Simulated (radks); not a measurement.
Spherical quantum dot in the effective-mass picture: electrons in a well V = -V0 / (1 + exp((r - R)/a)) with V0 = 8.75, R = 2.7, a = 0.28, all in effective atomic units (hartree* = m*/eps^2 hartree, bohr* = eps/m* bohr), one dielectric constant everywhere. Method: non-relativistic Kohn-Sham, LDA (Slater exchange, Perdew-Wang correlation), spin-polarised, spherical densities; computed with a radial shooting solver with Libxc functionals. Levels are named by radial order and angular momentum (1s, 1p, 1d, 2s, ...), and open shells are averaged over m. Results are scaled to m* = 0.245 and eps = 11.8, for which hartree* = 47.88 meV and bohr* = 2.549 nm. Each electron was tried in the lowest free levels, single moves between levels near the top were tried too, and the lowest total energy was kept; such a search can miss a lower state. The series stops at N = 11: beyond it a trial failed or the search could not be trusted, so later rows were left out. At N = 1 the Hartree and exchange-correlation terms need not cancel, so that row can carry a self-interaction error.

| N | open shells | 2S | E (meV) | mu = E(N) - E(N-1) (meV) | addition energy mu(N+1) - mu(N) (meV) | e(HOMO) (meV) | rms radius (nm) |
|---|---|---|---|---|---|---|---|
| 1 | 1s(up 1, down 0) | 1 | -377.842 | -377.84 | 30.05 | -366.16 | 3.513 |
| 2 | none | 0 | -725.635 | -347.79 | 56.88 | -335.94 | 3.657 |
| 3 | 1p(up 1, down 0) | 1 | -1016.55 | -290.92 | 22.54 | -279.77 | 3.941 |
| 4 | 1p(up 2, down 0) | 2 | -1284.93 | -268.38 | 22.95 | -256.93 | 4.103 |
| 5 | 1p(up 3, down 0) | 3 | -1530.36 | -245.43 | 29.00 | -233.93 | 4.218 |
| 6 | 1p(up 3, down 1) | 2 | -1746.80 | -216.44 | 21.66 | -205.69 | 4.314 |
| 7 | 1p(up 3, down 2) | 1 | -1941.58 | -194.78 | 21.96 | -183.82 | 4.394 |
| 8 | none | 0 | -2114.39 | -172.82 | 57.53 | -161.80 | 4.464 |
| 9 | 1d(up 1, down 0) | 1 | -2229.68 | -115.29 | 20.59 | -105.00 | 4.561 |
| 10 | 1d(up 2, down 0) | 2 | -2324.38 | -94.699 | 20.60 | -84.396 | 4.643 |
| 11 | 1d(up 3, down 0) | 3 | -2398.48 | -74.099 | - | -63.809 | 4.714 |

All shells are closed at N = 2, 8 (there: 1s2 1p6); the second difference of the energy has clear peaks (12 % above both neighbours; the first and last values, which can be the largest, are not judged, and half-filled shells can peak too) at N = 2, 5, 8.
